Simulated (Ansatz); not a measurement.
Start from `[OH][Al-]1([OH])[O]C(C(F)(F)F)=CC(C(F)(F)F)=[O+]1` and change one atom or group to get `[CH3][Al-]1([F])[O]C(C(F)(F)F)=CC(C(F)(F)F)=[O+]1`.

Ansatz, PBE0-D4/def2-TZVP geometries, multiplicity 1. Each molecule was computed in one conformer, which needn't be the lowest.

| property | `[OH][Al-]1([OH])[O]C(C(F)(F)F)=CC(C(F)(F)F)=[O+]1` |
| --- | --- |
| HOMO energy (PBE0/def2-TZVPP) / eV | -8.71 |
| size of the dipole moment (ωB97M-V/def2-TZVPP) / D | 2.17 |
| size of the dipole moment (PBE/def2-TZVPP) / D | 1.87 |
| HOMO–LUMO gap (PBE0/def2-TZVPP) / eV | 5.19 |
| LUMO energy (PBE/def2-TZVPP) / eV | -4.26 |
| HOMO energy (B3LYP/def2-TZVPP) / eV | -8.43 |

Q: Give the same properties after the change, and the shifts. (Best estimate.)

A: Ansatz gave: 
| property | `[CH3][Al-]1([F])[O]C(C(F)(F)F)=CC(C(F)(F)F)=[O+]1` | shift |
| --- | --- | --- |
| HOMO energy (PBE0/def2-TZVPP) / eV | -8.56 | 0.15 |
| size of the dipole moment (ωB97M-V/def2-TZVPP) / D | 2.73 | 0.56 |
| size of the dipole moment (PBE/def2-TZVPP) / D | 2.57 | 0.70 |
| HOMO–LUMO gap (PBE0/def2-TZVPP) / eV | 4.93 | -0.26 |
| LUMO energy (PBE/def2-TZVPP) / eV | -4.39 | -0.13 |
| HOMO energy (B3LYP/def2-TZVPP) / eV | -8.33 | 0.10 |

With PBE0 the HOMO rises by 0.15 eV and the LUMO falls by 0.11 eV, so the gap narrows by about 0.26 eV. PBE moves the HOMO by -0.20 eV and ωB97M-V by 0.10 eV. Dipoles are sizes alone; their direction can turn.

B3LYP here is the variant with VWN-RPA as its local correlation; programs differ in this.
